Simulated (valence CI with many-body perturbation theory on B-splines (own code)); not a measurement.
# Hg⁷⁴⁺: one-electron terms

Level of theory: valence CI with perturbative core correlation (CI+MBPT): four valence electrons over a frozen Dirac-Fock core [He], a basis of 11 s, 11 p, 9 d, 7 f, 5 g, 2 h, 1 i functions for each j, with the one-electron correlation potential Σ1 (screened to all orders), the two-electron term Σ2, the three-electron term Σ3, Breit, model QED; selected single and double excitations, second order for the rest (own B-spline code, finite nucleus).

The last digits are not significant, and no measured levels were compared; by estimate large intervals hold to a few tenths of a per cent, small ones and those within an open d or f shell to about a per cent. Among the levels kept, up to 300 cm⁻¹ of a level comes from second order outside the variational space, and about a tenth of that is noise between levels of different J, which matters for small intervals.

These are the spectroscopic orbitals of the CI (the correlating ones are not listed), shaped by the core and the other valence electrons. h is the expectation value of the core's Dirac-Fock operator, without the valence repulsion; Σ1 is computed up to l = 3 at one energy for each symmetry, that of its lowest orbital but kept below the first core excitation, so for empty shells it is not the orbital's own correlation shift; Breit and QED include the response of the core.

```
Orbital  h (hartree)  Σ1 (cm⁻¹)  Breit (cm⁻¹)  QED (cm⁻¹)  ⟨r⟩ (bohr)
  2s1/2      -866.85      -1676        165655      211514     0.06705
  3s1/2      -374.13       -431         45374       60685      0.1581
  4s1/2      -206.16       -170         17781       24706      0.2896
  5s1/2       -130.1      -84.2          8834       12371      0.4609
  2p1/2      -858.56      -4939        335050       15233     0.05483
  3p1/2      -371.83      -1154         87737        3124      0.1467
  4p1/2      -205.22       -447         34139        1195      0.2789
  5p1/2      -129.63       -219         16880         585      0.4509
  2p3/2      -778.56      -2625        101320       32265     0.06280
  3p3/2      -348.01       -622         28604        8541      0.1582
  4p3/2      -195.27       -243         14627        3461      0.2941
  5p3/2      -124.58       -120          7376        1738      0.4697
  3d3/2      -347.25       -281          3110        -197      0.1331
  4d3/2      -194.95       -123          1719        62.3      0.2695
  5d3/2      -124.41      -64.0           825        61.0      0.4458
  3d5/2      -340.81       -227           992        2603      0.1368
  4d5/2      -192.21      -98.4           550        1228      0.2741
  5d5/2      -123.01      -51.0           255         655      0.4513
  4f5/2      -192.13      -21.4          18.0        -315      0.2353
  5f5/2      -122.97      -12.3          14.9        -151      0.4129
  4f7/2      -190.82      -19.6           5.5         299      0.2378
  5f7/2       -122.3      -11.1           4.5         164      0.4157
  5g7/2      -122.29                      0.1        -104      0.3628
  5g9/2      -121.89                      0.0        83.2      0.3646
```

Among the shells of the start configuration 2s2 2p2, Σ1 is largest in size for 2p1/2, where it is 0.0026 % of h.

Lowest root of each symmetry, sizes in configuration state functions:

| J | Parity | Roots | Reference | Variational | Second order | Change by selected CI (cm⁻¹) | Change by second order (cm⁻¹) |
| --- | --- | --- | --- | --- | --- | --- | --- |
| 0 | even | 12 | 38 | 21757 | 21271 | -29485 | 0 |
| 1 | even | 21 | 82 | 39998 | 86499 | -24127 | -36 |
| 2 | even | 23 | 91 | 40000 | 122479 | -25729 | -111 |
| 3 | even | 12 | 61 | 39997 | 139853 | -21951 | -75 |
| 4 | even | 5 | 28 | 40000 | 103702 | -23134 | -23 |
| 5 | even | 2 | 8 | 21369 | 57224 | -20682 | -11 |
| 0 | odd | 8 | 34 | 17522 | 19242 | -28279 | -1 |
| 1 | odd | 20 | 88 | 39997 | 61151 | -34409 | -17 |
| 2 | odd | 19 | 99 | 40000 | 95390 | -27671 | -63 |
| 3 | odd | 9 | 76 | 39997 | 121800 | -24699 | -62 |
| 4 | odd | 3 | 44 | 31929 | 75265 | -21507 | -8 |
